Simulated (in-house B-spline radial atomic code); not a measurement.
A radial electron density 4πr²n(r) was computed for an atom or ion in its tabulated ground configuration with an all-electron radial atomic-structure program (B-spline basis); method: non-relativistic LDA exchange-only, spin-polarised, spherical fractional occupations. Columns: r (bohr), 4πr²n(r) (electrons per bohr), bar.

```
 0.00734   0.1787 #
 0.00828    0.224 #
 0.00933   0.2797 ##
  0.0105   0.3477 ##
  0.0119   0.4367 ##
  0.0134   0.5406 ###
  0.0151   0.6681 ####
   0.017   0.8216 ####
  0.0191    1.003 #####
  0.0216    1.233 #######
  0.0243    1.494 ########
  0.0274    1.808 ##########
  0.0309    2.176 ############
  0.0348    2.594 ##############
  0.0392    3.069 #################
  0.0442    3.605 ###################
  0.0499    4.198 #######################
  0.0562    4.821 ##########################
  0.0634    5.477 ##############################
  0.0714    6.126 #################################
  0.0805    6.751 ####################################
  0.0907    7.307 #######################################
   0.102    7.749 ##########################################
   0.115    8.049 ###########################################
    0.13    8.155 ############################################
   0.146    8.038 ###########################################
   0.165     7.67 #########################################
   0.186    7.071 ######################################
    0.21    6.258 ##################################
   0.236    5.331 #############################
   0.267    4.277 #######################
     0.3    3.291 ##################
   0.339    2.346 #############
   0.382    1.571 ########
    0.43   0.9767 #####
   0.485   0.5512 ###
   0.547   0.2813 ##
   0.616   0.1295 #
   0.694  0.05249
```

Which atom or ion is it?
A. O7+
B. O5+
C. O6+
D. N6+

C. The area under the curve, ∫4πr²n dr = ∫r·4πr²n d(ln r) on this logarithmic grid, is 2 electrons, which only this option has. The configuration is 1s2.
